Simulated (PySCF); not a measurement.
# Stretching TlPb

Set-up: PySCF, scalar-relativistic core potentials, basis sets Tl cc-pVDZ-PP with ECP60, Pb cc-pVDZ-PP with ECP60. Energies in eV from Tl + Pb in their ground configurations at the same level. State: ⁴Σ⁻ (quartet), unpaired electrons σ ↑, π ↑↑.

All columns are PBE0. A positive dipole means Tl(−)Pb(+).

```
R (Å)  E (eV)  μ (D)  Mulliken charge on Tl (basis-dependent)  HOMO (eV)  LUMO (eV)  Mayer bond order  ⟨S²⟩
2.563  -1.256  -0.76                                     0.09      -5.02      -2.56              1.52  3.75
2.682  -1.595  -1.04                                     0.11      -5.07      -2.44              1.45  3.75
2.801  -1.770  -1.34                                     0.13      -4.94      -2.41              1.38  3.75
2.891  -1.829  -1.58                                     0.14      -4.85      -2.42              1.34  3.75
2.980  -1.843  -1.83                                     0.15      -4.76      -2.43              1.30  3.75
3.069  -1.825  -2.08                                     0.17      -4.67      -2.43              1.26  3.75
3.189  -1.765  -2.42                                     0.18      -4.57      -2.42              1.22  3.75
3.338  -1.655  -2.84                                     0.20      -4.45      -2.40              1.17  3.75
3.516  -1.494  -3.32                                     0.21      -4.32      -2.37              1.13  3.75
3.755  -1.262  -3.93                                     0.23      -4.18      -2.33              1.07  3.75
```

A fit through these points gives, at Re = 2.970 Å, μ = -1.80 D and dμ/dR = -2.79 D/Å; the reduced mass is 103.2 u.

How strong is the fundamental in the double-harmonic approximation, I = 42.26·(dμ/dR)²/μred km/mol?

I = 42.26·(-2.79)²/103.2 = 3.19 km/mol at PBE0.

These are scalar-relativistic numbers at best; spin–orbit coupling would shift them, the dissociation energy most. The state is the lowest determinant that a PBE0 search found; another state may lie lower at other levels.
